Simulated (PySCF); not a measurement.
```xyz
3
charge -1 multiplicity 1, angstrom
Rh    0.0000    0.0000    0.0000
Se    0.0000    0.0000    2.2192
Se    0.0000    0.0000   -2.2192
```

Level of theory: PySCF, PBE0, basis Rh def2-SVPD with ECP28, Se def2-SVPD (scalar-relativistic core potentials, no spin–orbit coupling, density fitting).

This geometry of RhSe₂⁻ is a stationary point at this level.

Task: What is the point group?

Result: D∞h.

Task: Is it a minimum?

Result: No: it has 2 imaginary modes (one degenerate set), at 63i cm⁻¹ (πu).

Task: What are the dipole moment and the gap between the highest occupied and lowest empty levels?

Result: 0.00 D about the centre of mass and 2.37 eV.

Task: Give the atomic charges and bond orders.

Result: 
```
 atom  Mulliken  Löwdin  polar tensor  Mayer order to Rh1
  Rh1      0.03   -0.74          0.48                   –
Se2,3     -0.52   -0.13         -0.74                1.61
```
Other Mayer orders above 0.3: Se–Se 0.73.

Stability towards spin polarisation was not tested. Other isomers or separated fragments may lie lower. The lowest empty level of this anion is unbound, so it and the gap depend on the basis.
